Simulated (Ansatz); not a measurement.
Cost and result up the ladder for `[Cu][S]c1ccc(C#Cc2ccc(C#Cc3ccccc3)cc2)cc1` (37 atoms). Total charge 0; singlet. Geometry: PBE-D4/def2-SVP.

```xyz
37

Cu    5.879    7.500   -4.367
S     6.494    6.960   -2.403
C     5.276    5.732   -2.015
C     5.635    4.686   -1.131
C     4.707    3.715   -0.753
C     3.378    3.739   -1.251
C     2.440    2.739   -0.884
C     1.630    1.865   -0.562
C     0.708    0.851   -0.196
C    -0.654    0.917   -0.599
C    -1.554   -0.085   -0.246
C    -1.136   -1.204    0.524
C    -2.050   -2.233    0.874
C    -2.838   -3.135    1.169
C    -3.742   -4.180    1.505
C    -3.295   -5.322    2.221
C    -4.187   -6.350    2.546
C    -5.538   -6.264    2.169
C    -5.993   -5.138    1.462
C    -5.110   -4.105    1.131
C     0.225   -1.270    0.929
C     1.125   -0.267    0.579
C     3.019    4.793   -2.135
C     3.945    5.768   -2.499
H     6.665    4.639   -0.746
H     5.005    2.908   -0.068
H    -0.991    1.777   -1.197
H    -2.605   -0.021   -0.564
H    -2.237   -5.387    2.514
H    -3.825   -7.229    3.099
H    -6.236   -7.074    2.426
H    -7.051   -5.065    1.164
H    -5.463   -3.222    0.578
H     0.561   -2.129    1.527
H     2.175   -0.331    0.897
H     1.993    4.832   -2.531
H     3.644    6.591   -3.168
```

Ansatz on 2 threads of AMD EPYC 7R13 on a shared host and a share (18 GiB) of an NVIDIA H100 80GB HBM3. Times are rough, and most runs start from the orbitals of an earlier one. No level here is sound enough to serve as a yardstick. Binding counts from free atoms at the same level (Cu doublet, S triplet, C triplet, H doublet; other spins of the atoms weren't run), without zero-point energy or a counterpoise term.

The 6-31G sets use Cartesian d functions. B3LYP takes the VWN-RPA correlation. Single mean-field runs in def2-SVP, def2-TZVP are fitted with def2-universal-jkfit.

Run but left out: HF/6-31G, BHLYP-D4/def2-TZVP, PBE-QIDH/def2-TZVP (restricted singlet, unstable in another Hartree–Fock run and untested here); MP2/def2-SVP (restricted singlet, unstable towards broken spin symmetry).

```tsv
level	functions	wall time	binding energy per atom (eV)	remarks
PBE-D4/def2-SVP	422	3.3 s	5.60	–
B3LYP-D4/6-31G	266	6 s	5.17	restricted SCF unstable in HF
PBE0-D4/def2-SVP	422	6.5 s	5.46	restricted SCF unstable in HF
PBE-D4/def2-TZVP	842	7 s	5.50	restricted SCF unstable in HF
r2SCANh-D4/def2-TZVP	842	7 s	5.27	restricted SCF unstable in HF
PBE0-D4/def2-TZVP (with forces)	842	8 s	5.37	restricted SCF unstable in HF
r2SCAN-D4/def2-TZVP (with forces)	842	9.5 s	5.31	restricted SCF unstable in HF
```
